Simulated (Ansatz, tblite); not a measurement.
Forces on the cluster Nb4⁻ at its PBE0-D4/def2-SVPD geometry. Charge -1, multiplicity 2.

In the def2 sets Nb takes a core potential; there is no spin–orbit coupling. The xTB rows come from tblite. At PBE-D4/def2-TZVPD the program marks the result for the charge -1 doublet as doubtful (asymmetric forces). At PBE-D4/def2-TZVPD the charge -1 doublet is spin-contaminated (final ⟨S²⟩ up to 0.90, 0.75 for a pure state). At PBE-D4/def2-TZVPD the highest occupied level of the charge -1 doublet lies above zero (up to 0.31 eV). The electron is either unbound and held by the finite basis, or the level is raised by self-interaction error. Another isomer (doublet) lies 0.15 eV lower at PBE0-D4/def2-TZVPD; other spin states weren't run for this one.

GFN1-xTB (tblite), largest force 23.54 eV/Å:

```xyz
4
positions Å, forces eV/Å
Nb    1.741    0.791   -0.082   21.670    8.555   -3.357
Nb   -1.741   -0.791    0.082  -21.665   -8.552    3.358
Nb   -0.166    0.563    1.162   -5.697    5.787   15.404
Nb    0.166   -0.563   -1.162    5.693   -5.790  -15.405
```

GFN2-xTB (tblite), largest force 17.51 eV/Å:

```
Nb 14.566 5.630 -2.475
Nb 3.769 2.658 1.531
Nb -13.337 -0.133 11.341
Nb -4.998 -8.155 -10.397
```

PBE-D4/def2-TZVPD (Ansatz), largest force 0.91 eV/Å:

```
Nb 0.838 0.340 -0.096
Nb -0.832 -0.352 0.104
Nb -0.195 0.305 0.702
Nb 0.188 -0.292 -0.709
```
